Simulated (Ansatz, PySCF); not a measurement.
The pair A = C2H2 (SMILES C#C) (first 4 atoms), B = H4OSi (SMILES O[SiH3]); geometry from B3LYP-D3(BJ)/def2-TZVP.
(charge 0, multiplicity 1):
```xyz
10

C      0.135     0.803     0.537
C      0.225    -0.389     0.456
H      0.058     1.861     0.606
H      0.309    -1.446     0.381
O     -1.087    -0.082     3.467
Si     0.205    -0.029     4.490
H     -0.897    -0.010     2.523
H      1.160    -1.137     4.234
H     -0.343    -0.154     5.856
H      0.953     1.248     4.370
```

Frozen-core correlation. CBS: X⁻³ extrapolation of the correlation energy, Hartree–Fock from the larger set. MP2 and its Hartree–Fock in aug-cc-pV(T+d)Z are density fitted.

Programs: Ansatz (Gaussian basis) for Hartree–Fock, density functionals and correlated methods; PySCF for the dispersion terms. Values without a source in brackets are computed.

The monomers are drawn apart, rigid, along the line of their centres of mass. Counterpoise-corrected interaction energies (kcal/mol):

```tsv
level	R = 4.617 Å	R = 5.570 Å
PBE/def2-TZVPPD	-1.5833	-0.6016
PBE-D3(BJ)/def2-TZVPPD	-2.0833	-0.7793
wB97M-V/def2-TZVPPD	-1.8361	-0.7250
MP2/CBS(aug-cc-pV(D+d)Z, aug-cc-pV(T+d)Z) + ΔCCSD(T)/aug-cc-pV(D+d)Z	-1.7898	-0.6875
```

Task: R is the distance of the centres of mass. Find the local exponent m of E ∝ R⁻ᵐ between the two points.

Result: 
m = ln(E₁/E₂)/ln(R₂/R₁): PBE/def2-TZVPPD 5.2; PBE-D3(BJ)/def2-TZVPPD 5.2; wB97M-V/def2-TZVPPD 5.0; MP2/CBS(aug-cc-pV(D+d)Z, aug-cc-pV(T+d)Z) + ΔCCSD(T)/aug-cc-pV(D+d)Z 5.1. For scale, two fixed dipoles give m = 3, dipole and quadrupole 4, quadrupoles 5, and dispersion or dipole-induced dipole 6 at long range; at these distances several terms mix, and what is left of overlap and damping shifts m, so it need not match one of them.

Ansatz is a quantum-chemistry and plane-wave program.
